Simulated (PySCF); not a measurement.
SMILES [F][Sn]([F])([F])[Br] (BrF3Sn) at its CAM-B3LYP/def2-SVP optimised geometry (Å):

```
5

F     -1.2238    -1.6408    -1.6733
Sn    -0.6818    -0.9127     0.0000
F      1.2216    -0.9127     0.0000
F     -1.2216     0.9127     0.0000
Br    -1.6024    -2.1428     1.8772
```

Level of theory: CAM-B3LYP/def2-TZVP, def2 effective core potentials past Kr (PySCF). The core electrons that the potentials of Sn replace are not part of the density. Cells within 0.4 Å of a nucleus heavier than hydrogen are left out (blank, or x).

Map of the log10 of the electron density (e/bohr³), floored at −4 on the plane z = 0.0 Å:

```
|0000000000000000000000000000000|
|0000000000000000000000000000000|
|0000000000000000000000000000000|
|0000000001110000000000000000000|
|0000001122221110000000000000000|
|0000012233333221000000000000000|
|0000123344444322100000000000000|
|0001234455555433210000000000000|
|0012334566766543210000000000000|
|0012345678887654321000000000000|
|001234678xxx7654321110000000000|
|001235678xxx8754322211110000000|
|001235678xxx8654333222221100000|
|0012345678887654433333332110000|
|0012345667776655444454443210000|
|0012344566677665555666554321000|
|0012234556788876666777655432000|
|0012234567899987667888765432100|
|00122345679xxx98678xxx876432100|
|01123345689xxx98778xxx876432100|
|01123345679xxx98678xxx876432100|
|0122334567899987667888765432100|
|0122334556778776566677654321000|
|0122334455666665555555544321000|
|0122334445555554444444433210000|
|0122333444444444333333322100000|
|0112233344444333322222221000000|
|0112223333333322221111110000000|
|0011222333332222111000000000000|
|0011122222222211100000000000000|
|0001111222221110000000000000000|
```
Scale: ten equal steps from -4.00 (start of '0') to 0.408 (end of '9'), in the order '0123456789'; x runs from -3.50 to 3.50, y from -3.50 (bottom) to 3.50 (top).
